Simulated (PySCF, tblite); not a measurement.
Rigid-rotor lines calculated for a species of formula C4H11NO2Si3 (commonest isotopes; PBE0/pcSseg-1 in PySCF (dipole) on a GFN2-xTB geometry, gas phase), labelled J(Ka,Kc):

```tsv
transition	MHz
1(0,1) ← 0(0,0)	499.3
1(1,1) ← 0(0,0)	2113.9
2(0,2) ← 1(0,1)	998.5
2(1,2) ← 1(1,1)	982.4
2(1,1) ← 1(1,0)	1015.0
```

(1) Find the rotational constants.

(2) What moments of inertia, asymmetry and inertial defect follow?

(3) Which dipole components do these lines need?

(4) Where do these fall, and of which type are they? 2(2,1) ← 2(1,1); 2(2,0) ← 1(1,1); 2(2,0) ← 1(1,0); 1(1,1) ← 1(0,1); 2(2,1) ← 1(1,1); 1(1,0) ← 0(0,0); 2(1,1) ← 1(0,1); 2(2,0) ← 2(1,1); 1(1,0) ← 1(0,1); 2(1,1) ← 2(0,2); 2(2,1) ← 1(1,0); 2(2,1) ← 2(1,2).

(5) Which structure gave them?

## Answers

(1) 1(0,1) ← 0(0,0) is B + C, 2(1,1) ← 1(1,0) is 3B + C and 2(1,2) ← 1(1,1) is B + 3C, so B − C is half the difference of the last two, 16.3 MHz. 1(1,1) ← 0(0,0) is A + C. A = 1872.4, B = 257.8, C = 241.5 MHz.

(2) I = 505379 MHz·u·Å² over each constant: Ia = 269.91, Ib = 1960.22, Ic = 2092.52 u·Å²; κ = (2B − A − C)/(A − C) = -0.980 (near-prolate asymmetric top); Δ = Ic − Ia − Ib = -137.61 u·Å².

(3) μa and μb (a-type: ΔKa even, ΔKc odd; b-type: both odd). The calculation gives |μa| = 1.07 D, |μb| = 1.41 D, |μc| = 0.21 D.

(4) 
| transition | MHz | type | branch |
| --- | --- | --- | --- |
| 1(1,1) ← 1(0,1) | 1615 | c | Q |
| 1(1,0) ← 1(0,1) | 1631 | b | Q |
| 2(1,1) ← 2(0,2) | 1647 | b | Q |
| 1(1,0) ← 0(0,0) | 2130 | c | R |
| 2(1,1) ← 1(0,1) | 2646 | c | R |
| 2(2,1) ← 2(1,1) | 4844 | c | Q |
| 2(2,0) ← 2(1,1) | 4844 | b | Q |
| 2(2,1) ← 2(1,2) | 4893 | b | Q |
| 2(2,1) ← 1(1,0) | 5859 | b | R |
| 2(2,0) ← 1(1,0) | 5859 | c | R |
| 2(2,1) ← 1(1,1) | 5875 | c | R |
| 2(2,0) ← 1(1,1) | 5875 | b | R |

(5) `O=C(O)C#C[SiH2]CN([SiH3])[SiH3]`, point group C1. Three constants can't fix a structure by themselves; this is the one that was computed:
```xyz
21
C4H11NO2Si3 angstrom
O      5.223   -0.031   -1.210
C      4.627    0.416   -0.265
O      5.140    1.338    0.563
C      3.292    0.038    0.116
C      2.173   -0.318    0.400
Si     0.434   -0.806    0.826
C     -0.656    0.171   -0.405
N     -2.088    0.065   -0.172
Si    -2.890   -1.337   -0.807
Si    -2.786    1.180    0.961
H      6.039    1.571    0.282
H      0.302   -2.254    0.637
H      0.183   -0.411    2.216
H     -0.438   -0.175   -1.420
H     -0.372    1.227   -0.370
H     -4.318   -1.047   -0.793
H     -2.596   -2.532   -0.002
H     -2.379   -1.536   -2.165
H     -2.200    2.492    0.675
H     -2.473    0.808    2.349
H     -4.226    1.157    0.739
```

The values belong to one conformer (point group C1) with, in the numbering `[O:1]=[C:2]([OH:3])[C:4]#[C:5][SiH2:6][CH2:7][N:8]([SiH3:9])[SiH3:10]`, O1–C2–O3–H 0°, C5–Si6–C7–N8 -174°, Si6–C7–N8–Si9 -83°. Its lowest GFN2-xTB frequency is 11 cm⁻¹, too small to tell a flat minimum from a shallow saddle. Constants of a rigid frame at the computed geometry: no zero-point averaging, no centrifugal distortion. A rigid rotor knows nothing of internal rotation, which can split or shift real lines. Quadrupole hyperfine structure (14N) is left out.
